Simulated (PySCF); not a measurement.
Bonds (- single, = double, # triple, : aromatic): C1-C2, C2-C3, C3=C4, C4-C5, C4-C6, C6=O7, C6-O8. C1 carries H9, H10, H11; C2 carries H12, H13; C3 carries H14; C5 carries H15, H16, H17; O8 carries H18. Stereochemistry as in CC/C=C(\C)C(=O)O.

Geometry: GFN2-xTB; GIAO shifts from PySCF, gas phase, non-relativistic, averaged over equivalent atoms.

At LDA/pcSseg-1 (186 basis functions, 38 s wall time on 1 thread of an Arm Neoverse N1, shared host):
```json
{"atoms": "C6", "δ (ppm)": "173.3"}
{"atoms": "C3", "δ (ppm)": "160.7"}
{"atoms": "C4", "δ (ppm)": "136.5"}
{"atoms": "C2", "δ (ppm)": "30.1"}
{"atoms": "C1", "δ (ppm)": "13.4"}
{"atoms": "C5", "δ (ppm)": "11.3"}
{"atoms": "O7", "δ (ppm)": "442.5"}
{"atoms": "O8", "δ (ppm)": "216.0"}
{"atoms": "H14", "δ (ppm)": "7.49"}
{"atoms": "H18", "δ (ppm)": "5.91"}
{"atoms": "H12/H13", "δ (ppm)": "2.41"}
{"atoms": "H15/H16/H17", "δ (ppm)": "2.05"}
{"atoms": "H9/H10/H11", "δ (ppm)": "1.07"}
```

Chemical shifts δ = σref − σ; ¹³C (183.31 ppm) and ¹H (31.27 ppm) against TMS; ¹⁷O (344.28 ppm) against H2O, all at this level.

Problem. Estimate the result of repeating the calculation with PBE0/pcSseg-1.

Solution. 
```csv
atoms,δ at PBE0/pcSseg-1,change
C6,171.8,-1.5
C3,156.8,-3.9
C4,131.3,-5.2
C2,28.2,-1.9
C1,14.9,+1.5
C5,11.9,+0.6
O7,426.3,-16.2
O8,194.5,-21.5
H14,7.40,-0.09
H18,5.91,+0.00
H12/H13,2.32,-0.09
H15/H16/H17,2.07,+0.02
H9/H10/H11,1.10,+0.03
```

Shifts are taken against calculated references (same method and geometry level): ¹³C (σ = 186.93 ppm) and ¹H (σ = 31.72 ppm) against TMS; ¹⁷O (σ = 336.08 ppm) against H2O.

The largest change is at O8 (acid hydroxyl oxygen). Cost: 186 basis functions, 45 s wall time on 1 thread of an Arm Neoverse N1, shared host. The order of the carbon signals is the same at both levels.

Hydrogen bonding in solution deshields acid and N–H amide carbonyl carbons by as much as 10 ppm beyond these values. Unscaled 17O shifts of doubly bonded oxygen tend to come out too high, by tens of ppm or more. Experimental scales use liquid or dissolved standards, which lie at an offset from isolated H2O (liquid H2O: subtract about 36 ppm).
